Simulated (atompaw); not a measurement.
**Ta (Z = 73): one change to a PAW (atompaw) potential, before and after**

atompaw 4.2.0.5 input, output lines left out:

```
Ta 73
GGA-PBE scalarrelativistic loggrid 2001 logderivrange -3 5 201
6 6 5 4 0 0
6 0 1.5
6 1 0
5 2 3
0 0 0
c
c
c
c
c
v
c
c
c
c
v
c
c
v
c
2
3.00 2.20 2.85 2.45
y
0.45
n
y
0.1
n
y
1.9
n
custom rrkj vanderbiltortho besselshape
bessel
3.00
2.50
3.00
3.00
2.05
3.00
```

All-electron outer shells of the reference configuration (PBE, scalar-relativistic, ld1.x):

| shell | level (eV) | outermost node (bohr) | outermost maximum (bohr) |
| --- | --- | --- | --- |
| 4f | -28.14 | – | 0.44 |
| 6s | -8.44 | 1.32 | 2.71 |
| 5d | -6.91 | 0.65 | 1.58 |
| 6p | -3.89 | 1.59 | 3.66 |

Change: local potential troulliermartins scheme with l = 3 at 1 Ry, radius 2.85 bohr.

Cutoffs: the cutoffs (Ry, on a coarse ladder) from which the occupation-weighted sum of valence levels, in a spherical-Bessel basis at the reference potential, stays within 10 and 1 mRy of its value at 400 Ry; they do not see the model core or the augmentation charge, which bear on the density cutoff.

**Question.** What does the change do?

**Answer.** The potential gets neither clearly harder nor softer (21 Ry and 30 Ry → 21 Ry and 30 Ry); the s, p channel binds one level more than in the base; the range in which the p phases agree widens (upper end 1.5 → 3.8); neither file shows a bound ghost.

```csv
quantity,base,changed
"cutoff, loose",21 Ry,21 Ry
"cutoff, tight",30 Ry,30 Ry
bound ghosts,none,none
s: phases at 3.02 bohr within 0.05 rad from the reference energy up to (Ry; the scan ends near 5),3.3,3.1
p: phases at 3.02 bohr within 0.05 rad from the reference energy up to (Ry; the scan ends near 5),1.5,3.8
d: phases at 3.02 bohr within 0.05 rad from the reference energy up to (Ry; the scan ends near 5),to the end of the scan,to the end of the scan
lowest overlap eigenvalue by channel,"s 0.27, p 0.60, d 0.63","s 0.38, p 0.59, d 0.61"
```

 The cutoffs see the waves, projectors and local potential, not the compensation charge or the core.
